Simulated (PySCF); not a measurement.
PySCF job for C2H6O2Si2, SMILES O=C1C[SiH2]O[SiH2]1, B3LYP/pcSseg-1. The structure is a stationary point at PBE0-D3(BJ)/def2-SVP. The structure was generated by enumeration, and PubChem lists no compound with its InChIKey, so it may never have been made. One conformer was computed; it need not be the lowest.

```python
import numpy as np
from pyscf import gto, scf, dft
from pyscf.prop.nmr import rks as nmr

mol = gto.M(
    atom='''
    O    -2.02988821    1.37702882    0.10220036
    C    -1.09225931    0.65149737   -0.11978891
    C    -1.17833769   -0.87036877   -0.15836575
    Si    0.49582045   -1.54391124    0.42966467
    O     1.49301082   -0.25067892    0.02503240
    Si    0.76100059    1.21050928   -0.35296528
    H    -1.26207219   -1.15165469   -1.22616964
    H    -2.08700624   -1.22347797    0.35227931
    H     0.53208049   -1.79365495    1.89912949
    H     0.92116171   -2.77033119   -0.29926794
    H     1.07554117    1.62356025   -1.75088942
    H     1.14340152    2.28561520    0.60219266
    ''',
    basis='pcSseg-1',
    charge=0,
    spin=0,
    max_memory=1600,
    verbose=3,
)
mf = dft.RKS(mol, xc='b3lyp')
mf.grids.level = 3
mf.conv_tol = 1e-10
mf.max_cycle = 100
mf.kernel()
n = nmr.NMR(mf)
n.verbose = 2
n.max_cycle_cphf = 60
sigma = n.kernel()
print('atom   isotropic/ppm   span/ppm')
for i, s in enumerate(sigma):
    w = np.linalg.eigvalsh((s + s.T) / 2)
    print(f'{mol.atom_symbol(i):2s}{i + 1:3d} {w.mean():14.3f} {w[2] - w[0]:11.3f}')
```

It prints:

```
converged SCF energy = -809.324150431109
atom   isotropic/ppm   span/ppm
O   1       -519.880    1781.852
C   2        -62.842     228.727
C   3        140.748      82.076
Si  4        347.541      96.720
O   5        300.069     108.779
Si  6        386.648     166.697
H   7         29.230       6.897
H   8         29.477       6.444
H   9         26.161       8.149
H  10         25.983       7.456
H  11         26.617       8.310
H  12         26.872       8.276
```

Self-consistency was reached.

Cost: very roughly 70 core-seconds.
